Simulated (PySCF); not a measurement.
Cartesian coordinates in Å; atom numbers follow the order of the lines, from 1:
```xyz
17

C     2.4660   -0.9897   -0.1466
C     1.7336    0.3193    0.0168
O     2.3204    1.3693   -0.0423
N     0.3320    0.2685    0.2441
B    -0.3336    1.4999    0.6489
N    -1.7416    1.4690    0.8385
B    -2.5389    0.3031    0.6565
N    -1.8488   -0.8838    0.2691
B    -0.4455   -0.9364    0.0612
H     3.5387   -0.7673   -0.1667
H     2.1833   -1.4807   -1.0892
H     2.2404   -1.6928    0.6672
H     0.2932    2.5045    0.8395
H    -2.1923    2.3273    1.1280
H    -3.7350    0.3153    0.8232
H    -2.3805   -1.7326    0.1281
H     0.0658   -1.9734   -0.2736
```

Calculated, not measured (PySCF 2.14): PBE0-D3(BJ)/def2-SVP geometry, σ from GIAO-PBE0/pcSseg-1, spin–spin couplings from B3LYP/pcJ-1 (spin–dipole term only in couplings to heteroatoms). Single conformer, isolated molecule, non-relativistic Hamiltonian, rapidly exchanging positions averaged.

Q: Predict the 2D correlation tables (HSQC, COSY, HMBC).

A: 

HSQC (one-bond C–H):
```
                δH         δC  ¹J(C,H) (Hz)
2.33 (H10/H11/H12)  27.1 (C1)           136
```

HMBC (two and three bonds, |J| ≥ 2.5 Hz):
```
                δH  δC [abs. J in Hz]
    5.40 (H13/H17)   179.9 (C2) [3.2]
2.33 (H10/H11/H12)   179.9 (C2) [5.8]
```

No COSY cross peaks are expected.

Scale: TMS for ¹H and ¹³C (reference shieldings calculated alike).

Short H···H contacts in this conformer between protons four or more bonds apart (candidates for NOE cross peaks, intensity ∝ r⁻⁶): H11···H17 2.32 Å.

OH/NH shifts are gas-phase values; hydrogen bonding in solution moves them, usually downfield. Hydrogens on boron are broadened and split by ¹¹B (spin 3/2, 80 %) and 10B (spin 3). Shifts are as computed. Against solution values, carbons near 30 ppm lie about +2 ppm off and those near 130 ppm about +5 ppm. Of 1313 compounds with measured shifts, 239 miss one by over three times the rms of a fit or turn the order of signals round; such compounds aren't used in these exercises.
